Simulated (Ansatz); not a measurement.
Mulliken charges of C$_{2}$H$_{6}$SSi (`[SiH3]/C=C\S`) from B3LYP/def2-TZVPP in Ansatz (PBE0-D4/def2-TZVP geometry).

```tsv
atom	x (Å)	y (Å)	z (Å)	charge (e)
Si1	-1.271	0.286	-0.408	0.262
C2	0.024	-0.893	0.207	-0.247
C3	1.295	-0.597	0.493	-0.056
S4	2.120	0.931	0.379	-0.079
H5	-2.468	-0.479	-0.839	-0.065
H6	-1.673	1.255	0.651	-0.056
H7	-0.764	1.085	-1.561	-0.069
H8	-0.266	-1.930	0.359	0.102
H9	1.977	-1.362	0.855	0.111
H10	1.108	1.653	-0.133	0.098
```

By hand: the dipole of these point charges (1 e Å = 4.8032 D).

Σ q r = (0.029, -0.045, 0.029) e Å, of length 0.061 e Å = 0.29 D.

How does the dipole of the full density compare? (Estimate.)

Ansatz gave: (0.003, -0.111, 0.019) e Å, 0.54 D; the point charges give 0.54 times that, at 35° from its direction.

Point charges leave out the atoms' own dipoles, such as those of lone pairs, and Mulliken's split depends on the basis, so the two needn't agree.

B3LYP here is the variant with VWN-RPA as its local correlation; programs differ in this.
